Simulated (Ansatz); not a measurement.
`C[N](C)[Mg][F]` + H₂S → `C[N](C)[Mg][SH]` + H–F at 700 K and 1 bar (ligand exchange at a Mg–F bond).

Computed with Ansatz on PBE0-D4/def2-TZVP structures; ΔE is electronic, products minus reactants. CCSD(T)/CBS is the MP2 limit (def2-TZVPP, def2-QZVPP) plus CCSD(T) − MP2 in def2-TZVPP, frozen cores. This one scheme is used for every species. For Mg outer-core shells are correlated without core-valence functions, which leaves a few kJ/mol of doubt a bond. Each species was taken in one conformer, which may not be the lowest.

```tsv
species	CCSD(T)/CBS energy (Eh)	H − E (kJ/mol)	S (J/(mol·K))
`C[N](C)[Mg][F]`	-434.17400	294.0	457.3
H₂S	-398.97279	64.8	236.9
`C[N](C)[Mg][SH]`	-732.73551	321.8	508.9
H–F	-100.39570	45.2	198.5
```

H − E and S are ideal-gas, rigid-rotor, harmonic terms from PBE0-D4/def2-TZVP, for one conformer and one mirror image of each species. 1 Eh = 2625.50 kJ/mol, R = 8.31446 J/(mol·K).

Problem. By hand: ΔE, ΔH, ΔS and ΔG.

Solution. ΔE = (-732.73551) + (-100.39570) − (-434.17400) − (-398.97279) = 0.01558 Eh = 40.9 kJ/mol. Δ(H − E) = 321.8 + 45.2 − 294.0 − 64.8 = 8.2, so ΔH = 49.1 kJ/mol. ΔS = 508.9 + 198.5 − 457.3 − 236.9 = 13.2 J/(mol·K). ΔG = 49.1 − 700 × (13.2)/1000 = 39.9 kJ/mol.

Problem. By hand: the equilibrium constant, and the temperature at which ΔG would vanish if ΔH and ΔS stayed fixed.

Solution. log₁₀ K = −ΔG/(RT ln 10) = -3.0. ΔG = 0 at ΔH/ΔS = 3720 K, far beyond where these terms or the molecules hold.

The number of gas molecules stays the same, so ΔS is small and ΔH decides. A doubt of 5 kJ/mol in ΔE shifts log₁₀ K by 0.4 here. Other conformers and mirror images would add mixing entropy, several J/(mol·K) or more a flexible species. Modes under 60 cm⁻¹, often nearly free rotors, make the harmonic entropy too high. These are equilibria of isolated gas molecules and say nothing of rates. Largest T1 diagnostic: 0.011 (customary marks: 0.02 for closed shells, 0.045 for open ones).
